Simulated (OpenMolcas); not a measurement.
Pt6+ (d4) among equal point charges was computed by CASSCF with the d shell active (OpenMolcas, ANO-RCC-VDZP on the metal). Its lowest spin-free states, and all those of the highest spin:

```json
{"2S+1": "5", "Degeneracy": "1", "E (cm-1)": "0.0"}
{"2S+1": "5", "Degeneracy": "2", "E (cm-1)": "4420"}
{"2S+1": "5", "Degeneracy": "2", "E (cm-1)": "5084"}
{"2S+1": "3", "Degeneracy": "1", "E (cm-1)": "21106"}
{"2S+1": "3", "Degeneracy": "1", "E (cm-1)": "21121"}
{"2S+1": "3", "Degeneracy": "2", "E (cm-1)": "21884"}
{"2S+1": "3", "Degeneracy": "2", "E (cm-1)": "23300"}
{"2S+1": "3", "Degeneracy": "2", "E (cm-1)": "23536"}
{"2S+1": "3", "Degeneracy": "1", "E (cm-1)": "24603"}
{"2S+1": "3", "Degeneracy": "1", "E (cm-1)": "25131"}
{"2S+1": "3", "Degeneracy": "2", "E (cm-1)": "26007"}
{"2S+1": "3", "Degeneracy": "1", "E (cm-1)": "27115"}
```

Q: Is the site octahedral, tetrahedral or cube-like, axial, or of lower symmetry?

A: The states with 2S+1 = 5 have orbital degeneracies 1, 2, 2. There are pairs but no triples, so the site is axial: not cubic, but with a proper or improper axis of order three or more. The run had Pt6+ among 5 point charges of -1.3 e arranged as a trigonal bipyramid (D3h), 1.85 Å from the ion, with the axial distance 1.924 Å.

Spin-orbit coupling mixes the spin-free states strongly: the lowest level takes only 21 % from its leading state, 5E, which lies 5084 cm-1 above the lowest spin-free state. Without dynamic correlation the repulsion within the d shell is too large (B by tens of per cent), so at a given field states of lower spin stand too high. Point charges give a weaker field than real ligands, and real ions of this kind are as a rule low spin; the high spin found here belongs to the model. This is an electrostatic model: the charges have no orbitals. No measured value stands beside these numbers.
